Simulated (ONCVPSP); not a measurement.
**Configuration tests for selenium (Se) (ONCV)**

selenium, optimised norm-conserving Vanderbilt (ONCV), made with ONCVPSP 4.0.1 (PBE, scalar-relativistic). Core [Ar] 3d10, reference 4s2 4p2 (charge +2). Waves: 4s: rc 1.25 bohr, ncon 3, nbas 7, qcut 5.2 1/bohr, 2 projectors, debl 3.1 Ha; 4p: rc 1.75 bohr, ncon 4, nbas 8, qcut 3.8 1/bohr, 2 projectors, debl 2 Ha; d scattering state at 0.18 Ha: rc 1.35 bohr, ncon 4, nbas 9, qcut 7.4 1/bohr, 2 projectors, debl 1.1 Ha. Local part: polynomial inside 0.90 bohr (lpopt 5, dvloc0 0 Ha). Core correction: polynomial model core, fcfact 0.4.

Energies are relative to the spin-unpolarised reference configuration 4s2 4p2; without spin polarisation the order of configurations can differ from experiment. Not all tests gave a result: 1 of 4 tests not solved or not reliable.

```csv
valence configuration,charge,ΔE all-electron (eV),error AE − PS (meV)
4s2 4p4,0,-31.194,-7.0
4s2 4p3,+1,-20.348,-1.9
4s2 4p3.5,+0.5,-26.884,-4.7
```

Note: ghosts flagged at negative energy: d at -59.2 eV, s at -31.7 eV (a further GHOST(-) flag falls on a real empty level of the atom); GHOST(+) flagged for p at 113.6 eV. A true bound ghost makes a file unfit for plane-wave use.
